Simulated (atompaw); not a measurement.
# An all-electron radial function and its pseudo partner (Sm (Z = 62))

Columns: radius, all-electron u(r) and pseudo u(r) of the 4f shell (level -2.47 eV) of samarium in the configuration [Kr] 4d10 4f6 5s2 5p6 5d0 6s2 6p0; PBE, scalar-relativistic, PAW (atompaw) scheme, atompaw 4.2.0.5.

| r (bohr) | all-electron | pseudo |
| --- | --- | --- |
| 0.115 | 0.0886 | 0.0008 |
| 0.231 | 0.4150 | 0.0122 |
| 0.346 | 0.7351 | 0.0543 |
| 0.462 | 0.9301 | 0.1455 |
| 0.577 | 1.0006 | 0.2841 |
| 0.692 | 0.9908 | 0.4476 |
| 0.808 | 0.9379 | 0.5991 |
| 0.923 | 0.8671 | 0.6997 |
| 1.038 | 0.7914 | 0.7328 |
| 1.154 | 0.7168 | 0.7063 |
| 1.269 | 0.6475 | 0.6475 |
| 1.385 | 0.5834 | 0.5834 |
| 1.500 | 0.5258 | 0.5258 |
| 1.615 | 0.4738 | 0.4738 |
| 1.731 | 0.4269 | 0.4269 |
| 1.846 | 0.3853 | 0.3853 |
| 1.962 | 0.3479 | 0.3479 |
| 2.077 | 0.3149 | 0.3149 |
| 2.192 | 0.2855 | 0.2855 |
| 2.308 | 0.2591 | 0.2591 |
| 2.423 | 0.2358 | 0.2358 |
| 2.538 | 0.2151 | 0.2151 |
| 2.654 | 0.1964 | 0.1964 |
| 2.769 | 0.1798 | 0.1798 |
| 2.885 | 0.1648 | 0.1648 |
| 3.000 | 0.1515 | 0.1515 |

**Question.** How many radial nodes do the two functions have?

**Answer.** The all-electron 4f function has n − l − 1 = 0; the pseudo-wave has 0.

**Question.** At about which radius was the pseudo-wave matched?

**Answer.** 1.40 bohr. The columns agree to 0.0005 from 1.27 bohr on; several derivatives are matched, so the curves merge somewhat inside the radius.

**Question.** Where does each function peak?

**Answer.** Outermost all-electron maximum near 0.58 bohr, pseudo maximum near 1.04 bohr (to the table’s step).

**Question.** Is the pseudo-wave norm-conserving?

**Answer.** No, it belongs to a PAW set: the norm inside the radius is not constrained, and the difference is carried by the augmentation charge.
